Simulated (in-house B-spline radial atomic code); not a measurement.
# Response and correlation of Sr

Closed shell [Kr] 5s2. Computed with an all-electron radial atomic-structure program (B-spline basis): Dirac-Hartree-Fock, relativistic RPA (time-dependent Dirac-Hartree-Fock) for the response and second-order many-body perturbation theory for correlation, no-pair Dirac-Coulomb Hamiltonian, finite nucleus.

Command:
```bash
python run_mb.py task.json out
```
Settings (nuclear radius in fm, box in bohr, cutoff in hartree):
```
basis_form          2
Z                   38
core_configuration  [Kr] 5s2
rms_radius          4.224
mass_number         88
speed_of_light      137.036
box_radius          45.0
lmax                7
intervals           68
virtual_cutoff      36100.0
```

Run time, properties included: 11 s on 1 thread of Intel(R) Xeon(R) Platinum 8259CL CPU @ 2.50GHz (shared host).

```
multipole (bohr³, bohr⁵, bohr⁷)  uncoupled  coupled RPA
                         dipole     156.91            ?
                     quadrupole     2930.4       5421.1
                       octupole     107690       172100
```

Problem. What is the coupled dipole polarisability?

Solution. 232.61 atomic units, +48 % against the uncoupled value.

Problem. Which subshells carry the dipole polarisability?

Solution. 5s1/2 102.2 %, 4p3/2 -1.5 %, 4p1/2 -0.7 %.

Problem. What does the dipole shielding factor come to?

Solution. The dipole shielding factor is 1.000, against the exact N/Z = 38/38 = 1.000 of the non-relativistic theorem.

Dipole polarisability at imaginary frequency:

| u (Eh) | α(iu) (bohr³) |
| --- | --- |
| 0 | 232.5 |
| 0.05 | 183.3 |
| 0.15 | 71.2 |
| 0.3 | 26.48 |
| 0.5 | 12.88 |
| 1 | 5.26 |
| 2 | 1.97 |
| 5 | 0.4612 |

Problem. What dispersion coefficients follow for two such atoms?

Solution. C6 = (3/π)∫α(iu)²du = 4052 hartree·bohr⁶ and C8 = 513400 hartree·bohr⁸. The literature value of C6 is 3175 (Chu and Dalgarno (2004); Tang, Norbeck and Certain (1976)).

Problem. How good is RPA here?

Solution. The recommended dipole polarisability is 197.2 bohr³ (Schwerdtfeger and Nagle, table of static dipole polarizabilities (2023 update)); RPA is off by +18 %, the part due to correlation beyond RPA.

Lowest J = 1 odd-parity excitations:

| energy (eV) | oscillator strength | leading channel | weight |
| --- | --- | --- | --- |
| 1.6077e-06 | 9.32e-26 | 5s1/2 → p3/2 | 0.704 |
| 2.5505 | 1.91 | 5s1/2 → p3/2 | 0.679 |
| 3.5037 | 1.58e-05 | 5s1/2 → p1/2 | 0.695 |
| 3.703 | 0.127 | 5s1/2 → p3/2 | 0.695 |
| 4.1387 | 9.2e-06 | 5s1/2 → p1/2 | 0.701 |
| 4.2184 | 0.031 | 5s1/2 → p3/2 | 0.701 |
| 4.5584 | 1.2e-05 | 5s1/2 → p1/2 | 0.705 |

For an outer ns² shell RPA puts the lowest triplet far too low, and second order misses the ns²-np² near-degeneracy.

Second-order correlation energy by the highest angular momentum of the excited pair (hartree): s -0.02398, p -0.2334, d -0.7316, f -0.615, g -0.2045, h -0.08659, i -0.03951, k -0.02008.

Problem. What is the second-order correlation energy at the partial-wave limit?

Solution. The listed waves sum to -1.9546 hartree; extrapolating the increments as (l + 1/2)⁻⁴ gives -1.9956 hartree, -1.43 eV per electron.
